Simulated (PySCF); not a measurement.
## Calculated NMR parameters of CCc1ccccc1

- Formula: C8H10
- SMILES: CCc1ccccc1
- Point group of the computed structure: Cs
- Degrees of unsaturation: 4
- Carbon signals: 6
- Proton signals: 5

Mapped SMILES: `[CH3:1][CH2:2][c:3]1[cH:4][cH:5][cH:6][cH:7][cH:8]1`; H(Xn) means a hydrogen on atom n.

Computational details: geometry: GFN2-xTB, NMR shieldings at PBE0/pcSseg-1/GIAO, in PySCF (one averaged value for each set of equivalent atoms, no solvent, one computed conformer, relativity neglected).

References, each an isolated molecule treated in the same way: 1H, 13C vs TMS.

| carbon | δC, type | δH (multiplicity) | HMBC from (2–3 bonds) | span of the C tensor (ppm) |
| --- | --- | --- | --- | --- |
| C1 | 22.6, CH3 | 1.20 (t) | H(C2) | 33 |
| C2 | 35.3, CH2 | 2.65 (q) | H(C4)/H(C8), H(C1) | 37 |
| C3 | 151.4, C | – | H(C5)/H(C7), H(C4)/H(C8), H(C2), H(C1) | 237 |
| C4/C8 | 133.3, CH | 7.49 (m) | H(C5)/H(C7), H(C4)/H(C8), H(C6), H(C2) | 218 |
| C5/C7 | 134.2, CH | 7.60 (m) | H(C5)/H(C7), H(C4)/H(C8), H(C6) | 235 |
| C6 | 131.0, CH | 7.48 (m) | H(C5)/H(C7), H(C4)/H(C8) | 233 |

Carbon types of the structure: 1 × C, 5 × CH, 1 × CH2, 1 × CH3, which accounts for all hydrogens. δC 151.4: substituted aromatic carbon. δC 134.2, 133.3, 131.0: aromatic CH; the aromatic region. δC 35.3: sp3 CH2 on an aromatic ring; saturated and bonded to C and H only. δC 22.6: methyl carbon; aliphatic region, no heteroatom directly attached. δH 7.60, 7.49, 7.48: hydrogen on an aromatic CH; aromatic region.

Shifts are as computed. Against solution values, carbons near 30 ppm lie about +3 ppm off and those near 130 ppm about +5 ppm. Of 1211 compounds with measured shifts, 218 miss one by over three times the rms of a fit or turn the order of signals round; such compounds aren't used in these exercises. No couplings were computed; multiplicities are counted from neighbouring protons, with m where these are inequivalent, close in shift, in a saturated or five-membered ring or joined by F or P, and br s for small geminal =CH2 splittings.
